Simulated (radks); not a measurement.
Sr+, configuration [Kr] 4d0.5 5s0.5 (fractional occupations, a model configuration). All-electron calculation, scalar-relativistic Kohn-Sham, r2SCAN, spin-polarised, spherical densities, finite nucleus; open shells are filled with parallel spins first (spin-orbit coupling, left out, can overturn this in heavy ions); meta-GGA in the generalised Kohn-Sham scheme; Fermi nuclear charge, rms radius 4.224 fm. Program: a radial shooting solver on a logarithmic mesh with Libxc functionals. Some entries of the table are withheld. Estimate them.

| orbital | occ. | eigenvalue (hartree) | <1/r> (bohr^-1) | <r> (bohr) |
|---|---|---|---|---|
| 1s up | 1 | -587.2990 | 38.99 | 0.03917 |
| 1s down | 1 | -587.2990 | 38.99 | 0.03917 |
| 2s up | 1 | -80.08580 | 8.719 | 0.1723 |
| 2s down | 1 | -80.08465 | 8.719 | 0.1723 |
| 2p up | 3 | -71.09737 | 8.497 | 0.1504 |
| 2p down | 3 | -71.09658 | 8.497 | 0.1504 |
| 3s up | 1 | -12.73033 | 2.925 | 0.4909 |
| 3s down | 1 | -12.72960 | 2.925 | 0.4909 |
| 3p up | 3 | -9.79688 | 2.765 | 0.4977 |
| 3p down | 3 | -9.79604 | 2.765 | 0.4977 |
| 3d up | 5 | -4.97209 | 2.506 | 0.4983 |
| 3d down | 5 | -4.97082 | 2.506 | 0.4982 |
| 4s up | 1 | -1.74789 | (1) | (2) |
| 4s down | 1 | -1.73990 | (3) | (4) |
| 4p up | 3 | (5) | 0.8426 | 1.572 |
| 4p down | 3 | (6) | 0.8478 | 1.560 |
| 5s up | 0.5 | -0.29822 | 0.3162 | 4.003 |
| 4d up | 0.5 | -0.22516 | 0.4585 | 2.940 |

Answer. 
(1) 4s up <1/r> (bohr^-1): 0.9816
(2) 4s up <r> (bohr): 1.365
(3) 4s down <1/r> (bohr^-1): 0.9833
(4) 4s down <r> (bohr): 1.362
(5) 4p up eigenvalue (hartree): -1.06400
(6) 4p down eigenvalue (hartree): -1.05245
